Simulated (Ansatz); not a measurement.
Mulliken charges of `N#Cc1ccco1` from r2SCAN/def2-TZVPP in Ansatz (PBE0-D4/def2-TZVP geometry).

```
atom   x (Å)   y (Å)   z (Å)  charge (e)
  N1   1.135  -3.119   0.645      -0.041
  C2   0.782  -2.045   0.422      -0.174
  C3   0.320  -0.742   0.152       0.337
  C4  -0.938  -0.226   0.074      -0.200
  C5  -0.776   1.150  -0.229      -0.110
  C6   0.563   1.360  -0.311       0.034
  O7   1.243   0.224  -0.083      -0.229
  H8  -1.856  -0.772   0.217       0.126
  H9  -1.550   1.886  -0.368       0.119
 H10   1.161   2.232  -0.516       0.137
```

Problem. By hand: the dipole of these point charges (1 e Å = 4.8032 D).

Solution. Σ q r = (-0.327, 0.580, -0.117) e Å, of length 0.676 e Å = 3.25 D.

Problem. How does the dipole of the full density compare? (Estimate.)

Solution. Computed: (-0.427, 0.892, -0.182) e Å, 4.83 D; the point charges give 0.67 times that, at 4° from its direction.

Point charges leave out the atoms' own dipoles, such as those of lone pairs, and Mulliken's split depends on the basis, so the two needn't agree.
